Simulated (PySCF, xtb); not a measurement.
Se(NH2)(SiH3) (H5NSeSi), SMILES N[Se][SiH3].

The structure is a stationary point at PBE-D3(BJ)/def2-SVP. Other conformers were not sampled.

Method: C-PCM-ωB97X/def2-SVP (PySCF).

The values are the electrostatic part of the solvation free energy, E(continuum) − E(gas) at the gas-phase geometry, in a cavity of scaled van der Waals radii (PySCF's table); cavitation and dispersion terms are not included. In vacuum the orbital gap is 10.60 eV. The dipole moment in vacuum is 1.06 D.

Task: Estimate the values in water (ε = 78.36), acetone (ε = 20.49), toluene (ε = 2.37). (An estimate is asked for; the answer gives what the named calculation found.)

Result: 
```json
[
 {"solvent": "water", "ε": "78.36", "ΔG(elec) (kcal/mol)": "-4.1", "dipole (D)": "1.32", "gap (eV)": "10.75"},
 {"solvent": "acetone", "ε": "20.49", "ΔG(elec) (kcal/mol)": "-3.9", "dipole (D)": "1.30", "gap (eV)": "10.74"},
 {"solvent": "toluene", "ε": "2.37", "ΔG(elec) (kcal/mol)": "-2.3", "dipole (D)": "1.20", "gap (eV)": "10.69"}
]
```

For comparison, GFN2-xTB/ALPB(water) (xtb, at the GFN2-xTB geometry, all terms of that model) gives -3.4 kcal/mol.
